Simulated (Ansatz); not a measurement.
Molecule: sum formula H2BO2, charge -1, multiplicity 1. It need not be the lowest isomer of its formula. Whether it binds its extra electron was not tested at this geometry. 
Coordinates optimised at B3LYP-D3(BJ)/def2-TZVP (Ansatz, an electronic-structure program):
SMILES: [O-]BO
```xyz
5

B      0.1435     0.3529    -0.1457
O      1.1575     0.0861     0.5847
O     -1.0440    -0.4751    -0.2740
H      0.0105     1.3748    -0.8706
H     -1.6357    -0.0273    -0.8864
```
Charge -1, spin multiplicity 1.

Basis-set convergence of Hartree-Fock and CCSD correlation energies (hartree) with Ansatz. Cores are frozen in the correlated levels unless marked. No spin-orbit coupling. No relativistic terms. This anion needs diffuse functions, which these sets lack.

```
basis    functions       E(HF)  E(corr, CCSD)
-------  ---------  ----------  -------------
cc-pVDZ          -  -175.65790       -0.48634
cc-pVTZ        118  -175.72581       -0.60758
cc-pVQZ        225  (withheld)     (withheld)
```

Question: What belongs in the gaps?

Answer: 
- cc-pVQZ, E(HF): -175.74287
- cc-pVQZ, E(corr, CCSD): -0.64934
